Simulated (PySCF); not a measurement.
Computed shifts of a molecule C2H9ClOSi2, KT2/pcSseg-1 (PySCF), GIAO, gas phase, atoms alike by connectivity averaged where their shifts nearly agree, in ppm (number of nuclei): ¹³C: 61.3 (1), 3.3 (1). ²⁹Si: 24.6 (1), -73.5 (1). ¹H: 5.55 (1), 4.31 (3), 4.04 (1), 0.71 (3), 0.28 (1). References: ¹³C against TMS (σ = 185.1 ppm); ²⁹Si against TMS (σ = 361.9 ppm); ³⁵Cl against HCl (σ = 945.4 ppm); ¹⁷O against H2O (σ = 330.4 ppm); ¹H against TMS (σ = 31.47 ppm), references at their B3LYP-D3(BJ)/def2-TZVP geometries, non-relativistic (without spin–orbit terms, shifts of atoms bonded to Cl or Br come out too high). Coordinates come from a B3LYP-D3(BJ)/def2-SVP optimisation. Other conformers were not sampled.

Q: Pick the molecule that these values belong to.
A. OC[SiH2]C[SiH2]Cl
B. C[C@](O)([SiH3])[SiH2]Cl
C. C[SiH](C)O[SiH2]Cl
D. C[Si@@H](Cl)[C@@H](O)[SiH3]

A: D, C[Si@@H](Cl)[C@@H](O)[SiH3]
